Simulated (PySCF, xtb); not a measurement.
Hf(OH)3(SH) (H4HfO3S), SMILES [OH][Hf]([OH])([OH])[SH], multiplicity 1. One conformer was computed; it need not be the lowest.

Harmonic wavenumbers (cm⁻¹) from GFN2-xTB (xtb) at its own minimum, in rising order: 47, 61, 75, 94, 98, 129, 178, 225, 239, 302, 430, 441, 450, 470, 537, 556, 560, 2362, 3561, 3564, 3566.

Problem. What does B3LYP-D3(BJ)/def2-SVP (PySCF 2.14.0) give at its own minimum? (The exact figures need the calculation; the answer reports its results.)

Solution. 102, 119, 127, 151, 174, 176, 189, 261, 268, 305, 321, 332, 376, 521, 693, 698, 717, 2649, 3983, 3991, 3995. Paired by order, the mean absolute difference is 133 cm⁻¹ and the zero-point energies are 25.7 and 28.8 kcal/mol.
